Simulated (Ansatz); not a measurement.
A made-up structure of SiCl$_{2}$O, singlet:

```
4
angstrom
O 0.6453 1.0559 1.1879
Si 0.0786 0.1287 0.1447
Cl -2.4948 0.4298 -2.8615
Cl -1.3631 0.5880 -1.1716
```

It is relaxed with PBE-D4/def2-SVP and then PBE0-D4/def2-TZVP (Ansatz 0.2.0). Atoms count as bonded within 1.22 times the sum of their covalent radii (H–H: 0.88 Å). The end point is not checked to be a true minimum.

(1) Does its bonding change? (A judgement: the text doesn't fix the answer.)

## Answers

(1) The calculation gives: Yes. Formed: none; broken: Si2–Cl4.

Where it ends: The first stage lowers the energy by 1.55 eV in 7 steps. It ends as a complex of Cl₂ + SiO:
O1  (1.166, 0.817, 1.732)
Si2  (0.227, 0.646, 0.566)
Cl3  (-2.896, 0.309, -3.277)
Cl4  (-1.630, 0.431, -1.721)
(Å)

For scale, one of the runs: PBE0-D4/def2-TZVP relaxation, 142 basis functions, launched by `ansatz run in.yaml --threads 2 --pin off --events-out ev --progress --plain --max-ram 4352MiB`. The run took about 81 s on 2 CPU threads of an Arm Neoverse V2 (shared host).
